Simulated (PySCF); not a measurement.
PySCF input for CH3Cl2NSi2, SMILES Cl[Si]1(Cl)N=C[SiH2]1, PBE0/pcSseg-1. Geometry: PBE0-D3(BJ)/def2-SVP. This is a generated structure with no PubChem entry under its InChIKey; it may be hypothetical.

```python
import numpy as np
from pyscf import gto, scf, dft
from pyscf.prop.nmr import rks as nmr

mol = gto.M(
    atom='''
    Cl    1.41919212   -0.12021167    1.66672954
    Si    0.22646911    0.02207298    0.00000000
    Cl    1.41919213   -0.12021166   -1.66672954
    N    -0.72961822    1.53467823    0.00000001
    C    -1.93075278    1.06878982    0.00000001
    Si   -1.92583511   -0.86554348   -0.00000001
    H    -2.78739427    1.77008380    0.00000001
    H    -2.49108491   -1.51489341   -1.22141388
    H    -2.49108491   -1.51489344    1.22141386
    ''',
    basis='pcSseg-1',
    charge=0,
    spin=0,
    max_memory=1600,
    verbose=3,
)
mf = dft.RKS(mol, xc='pbe0')
mf.grids.level = 3
mf.conv_tol = 1e-10
mf.max_cycle = 100
mf.kernel()
n = nmr.NMR(mf)
n.verbose = 2
n.max_cycle_cphf = 60
sigma = n.kernel()
print('atom   isotropic/ppm   span/ppm')
for i, s in enumerate(sigma):
    w = np.linalg.eigvalsh((s + s.T) / 2)
    print(f'{mol.atom_symbol(i):2s}{i + 1:3d} {w.mean():14.3f} {w[2] - w[0]:11.3f}')
```

It prints:

```
converged SCF energy = -1593.39481547745
atom   isotropic/ppm   span/ppm
Cl  1        812.534     258.931
Si  2        322.317      42.833
Cl  3        812.534     258.931
N   4       -311.448     961.027
C   5        -33.658     290.177
Si  6        355.218     271.489
H   7         20.780       7.754
H   8         25.788       7.112
H   9         25.788       7.112
```

The run converged.

Cost: very roughly 30 core-seconds.
